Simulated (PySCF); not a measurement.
C₃H₅BFN, SMILES C1[C@H](F)B(N)C=1. Geometry optimised at PBE-D3(BJ)/def2-SVP. The structure was generated by enumeration; whether it is a known compound was not checked. Other conformers were not sampled.

Computed equilibrium geometry at PBE-D3(BJ)/def2-SVP (PySCF confirms it by a frequency run) as a Z-matrix (one conformer of several):
```
B
N 1 1.3962
H 2 1.0199 1 123.55
H 2 1.0202 3 113.93 1 -175.05
C 1 1.5579 2 137.25 3 -6.24
C 5 1.3679 1 88.39 2 -155.63
H 5 1.1008 6 128.63 1 -175.10
H 6 1.1081 5 131.61 7 -7.65
C 6 1.5169 8 128.31 5 178.80
F 9 1.4008 6 115.74 8 -50.70
H 9 1.1135 10 107.81 6 -127.97
```
Charge 0, spin multiplicity 1.
